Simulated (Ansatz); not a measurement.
```yaml
crystal:
  periodic: [false, false, false]
  atoms:
    - {symbol: F, position_ang: [-0.499577, -0.160962, 1.845085]}
    - {symbol: Sn, position_ang: [-0.000153, -0.031686, 0.022882]}
    - {symbol: Cl, position_ang: [1.885286, -1.292540, -0.234598]}
    - {symbol: Cl, position_ang: [-1.724906, -0.897897, -1.196068]}
    - {symbol: Br, position_ang: [0.389350, 2.309485, -0.478700]}
basis:
  gaussian: {orbitals: x2c-TZVPPall}
magnetization: {spin_polarized: true, initial_magnetization: 3}
hamiltonian: {xc: {name: revPBE}, dispersion: d3bj}
output: {forces: true}
```

```sh
$ ansatz run in.yaml --threads 4 --pin off --events-out ev --progress --plain --max-ram 10444MiB
```

Question: How does Ansatz answer? (Best estimate.)

Answer: Ansatz gave: The program refused the input.
```
Error: a molecule whose nuclei and cores have a total charge of 128 cannot have a net charge of 0 together with 3 unpaired electrons
```
